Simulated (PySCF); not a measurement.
Si(F)(I)(Me)2 (C₂H₆FISi), SMILES C[Si](C)(F)I. The structure is a stationary point at PBE-D3(BJ)/def2-SVP. The def2 effective core potentials stand for the cores of I; spin–orbit coupling is left out.

Computed equilibrium geometry at PBE-D3(BJ)/def2-SVP (PySCF confirms it by a frequency run) as bond lengths and angles, and its point group:
point group Cs.
Atoms: C1 Si2 C3 F4 I5 H6 H7 H8 H9 H10 H11. Bonds (Å): C1–Si2 1.868, C1–H6 1.108, C1–H7 1.108, C1–H8 1.110, Si2–C3 1.868, Si2–F4 1.644, Si2–I5 2.475, C3–H9 1.108, C3–H10 1.108, C3–H11 1.110. Angles (°): Si2–C1–H6 110.8, Si2–C1–H7 110.6, Si2–C1–H8 109.9, H6–C1–H7 108.3, H6–C1–H8 108.6, H7–C1–H8 108.6, C1–Si2–C3 114.7, C1–Si2–F4 108.2, C1–Si2–I5 109.2, C3–Si2–F4 108.2, C3–Si2–I5 109.2, F4–Si2–I5 107.1, Si2–C3–H9 110.8, Si2–C3–H10 110.6, Si2–C3–H11 109.9, H9–C3–H10 108.3, H9–C3–H11 108.6, H10–C3–H11 108.6.
Charge 0, spin multiplicity 1.
